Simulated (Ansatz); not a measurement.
This geometry of CH₂OSe (5 atoms, charge 0, multiplicity 1) is a first-order saddle point.

Level of theory: RKS PBE0-D4/def2-mTZVP (Ansatz).

```xyz
5
Properties=species:S:1:pos:R:3
O -0.900 -0.515 0.112
C 0.182 0.296 0.094
Se 1.739 -0.083 0.798
H -0.964 -1.046 -0.693
H -0.008 1.274 -0.352
```

(1) Which two structures does it join? (They come from a converged band through this point; their orientation in space is the band's.)

(2) How far does it lie above each of them?

Results:

(1) No bond is made or broken. The dihedral H4–O1–C2–Se3 goes from 180 to 0°.

Initial state:

```xyz
5
Properties=species:S:1:pos:R:3
O -0.567 -0.856 -0.069
C 0.259 0.178 0.074
Se 1.764 0.108 0.973
H -1.334 -0.598 -0.600
H -0.072 1.094 -0.419
```

Final state:

```xyz
5
Properties=species:S:1:pos:R:3
O -0.895 -0.354 -0.424
C 0.151 0.361 -0.049
Se 1.507 -0.204 0.926
H -0.787 -1.253 -0.067
H 0.074 1.378 -0.427
```

(2) 0.42 eV above the first and 0.67 eV above the second. This is the barrier of this one path; another mechanism may lie lower.

Run time: 9.4 min on 1 thread of Intel(R) Xeon(R) Processor @ 2.50GHz (Skylake/Cascade Lake) (shared host), peak memory 0.17 GiB.
